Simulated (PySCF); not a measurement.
Two species compared at the same levels of theory.

First species: C5H8F2.
SMILES: `CC(C)=CC(F)F`

Second species: C5H5FO.
SMILES with atom numbers: `[CH2:1]=[CH:2]/[CH:3]=[CH:4]\[C:5](=[O:6])[F:7]` (hydrogens: H8, H9 on C1; H10 on C2; H11 on C3; H12 on C4)

Levels: PBE0/def2-SVPD for dipole moment, HOMO energy, LUMO energy, HOMO–LUMO gap, static isotropic polarisability and electronic spatial extent ⟨r²⟩ about the centre of nuclear charge; TDDFT PBE0/def2-SVPD for lowest singlet excitation; TDA PBE0/def2-SVPD for lowest triplet excitation (Tamm–Dancoff); GFN2-xTB for rotational constant A and rotational constant C. Geometries: GFN2-xTB. Each structure is a single optimised conformer of the isolated species, non-relativistic unless stated; the electronic structure was computed with PySCF and density fitting.

Dipoles, sizes and rotational constants follow the conformer. The torsions of the flexible species, by atom-mapped SMILES:
- `[CH3:1][C:2]([CH3:3])=[CH:4][CH:5]([F:6])[F:7]`: C2–C4–C5–F6 -168°
- `[CH2:1]=[CH:2]/[CH:3]=[CH:4]\[C:5](=[O:6])[F:7]`: C1–C2–C3–C4 180°, C3–C4–C5–O6 0°

```tsv
property	column X	column Y
dipole moment	4.05 D	3.16 D
HOMO energy	-7.73 eV	-7.55 eV
LUMO energy	-2.59 eV	-0.32 eV
HOMO–LUMO gap	5.14 eV	7.23 eV
lowest singlet excitation	4.64 eV	6.79 eV
lowest triplet excitation (Tamm–Dancoff)	2.70 eV	4.12 eV
static isotropic polarisability	71.1 au	63.7 au
electronic spatial extent ⟨r²⟩ about the centre of nuclear charge	906 bohr²	922 bohr²
rotational constant A	7.913 GHz	4.869 GHz
rotational constant C	1.196 GHz	1.286 GHz
```

(1) Which column belongs to which species?

(2) How does each property change from the first species to the second?

## Answers

(1) Column X is the second species and column Y the first. The first has 15 atoms and 56 electrons, the second 12 and 52.

(2) dipole moment +0.89 D; HOMO energy -0.18 eV; LUMO energy -2.27 eV; HOMO–LUMO gap -2.09 eV; lowest singlet excitation -2.15 eV; lowest triplet excitation (Tamm–Dancoff) -1.42 eV; static isotropic polarisability +7.4 au; electronic spatial extent ⟨r²⟩ about the centre of nuclear charge -16 bohr²; rotational constant A +3.044 GHz; rotational constant C -0.090 GHz.

On the first: The vertical singlet–triplet gap S1 − T1 is 2.67 eV (TDDFT singlet less Tamm–Dancoff triplet; S1: HOMO→LUMO, weight 0.93; T1: HOMO→LUMO, weight 0.95). A dipole of 3.16 D is allowed in C1, and pure rotational transitions are dipole-allowed.

On the second: S1 lies 0.50 eV below the HOMO–LUMO gap; its leading configuration is HOMO−1→LUMO, weight 0.96.
